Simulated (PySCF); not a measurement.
A species of formula C7H6NP has this rotational fingerprint, computed with CAM-B3LYP/def2-SVPD in PySCF (dipole) on a GFN2-xTB geometry, gas phase:

| Property | Result |
| --- | --- |
| Rotational constants | A = 3380, B = 913.2, C = 722.4 MHz |
| Dipole components | \|μa\| = 0.13 D, \|μb\| = 0.83 D, \|μc\| = 0.00 D |
| Inertial defect | -3.38 u·Å² |
| κ | -0.86 |

Task: Which structure is it? (One computed conformer of each.)
A. `Cc1cpcc(C#N)c1`
B. `[CH2:1]=[C:2]=[P:3][c:4]1[cH:5][cH:6][cH:7][n:8][cH:9]1` with C2–P3–C4–C5 180°
C. `CC1=C(C#N)C=PC=C1`

Result: B. It is C=C=Pc1cccnc1, an asymmetric top, point group Cs. The candidates at the same level (rigid rotor, commonest isotopes):

```
        SMILES  A (MHz)  B (MHz)  C (MHz)  μa (D)  μb (D)  μc (D)  Δ (u·Å²)  point group           rotor
 C=C=Pc1cccnc1     3380    913.2    722.4    0.13    0.83    0.00     -3.38           Cs  asymmetric top
Cc1cpcc(C#N)c1     2086     1157    747.6    4.29    1.05    0.04     -3.13            –  asymmetric top
  Cc1ccpcc1C#N     2447     1179    799.6    2.50    2.98    0.00     -3.10           Cs  asymmetric top
```

`Cc1cpcc(C#N)c1` has A 38 % too low; `Cc1ccpcc1C#N` has B 29 % too high. In the right answer the mirror of this Cs structure is the ab plane, so μc vanishes by symmetry. No structure here is proved a minimum.
